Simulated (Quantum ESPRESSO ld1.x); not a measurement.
Q: The mean radii <r> (bohr) of the occupied orbitals of an atom or ion are listed with their occupations. All-electron calculation, Dirac Kohn-Sham, revPBE, spin-unpolarised, spherical densities, point nucleus. Program: ld1.x of Quantum ESPRESSO 7.5.

orbital  occ.      <r>
1s1/2       2  0.05844
2s1/2       2   0.2666
2p1/2       2   0.2334
2p3/2       4   0.2364
3s1/2       2   0.8110
3p1/2       2   0.8518
3p3/2       4   0.8611
3d3/2       4    1.097
3d5/2       2    1.103
4p1/2       1    3.390

Name the element and its charge. Open shells, if any, fill j = l - 1/2 first.

A: Z = 26, iron, charge +1: Fe+ in [Ar] 3d6 4p1. The 1s radius gives Z: for a bare nucleus <r> = (2 gamma + 1)/(2Z) with gamma = sqrt(1 - (Z/c)^2), 0.05699 bohr for Z = 26, and screening makes it slightly larger (0.05844 here). The occupations add up to 25, and the charge is Z minus that.
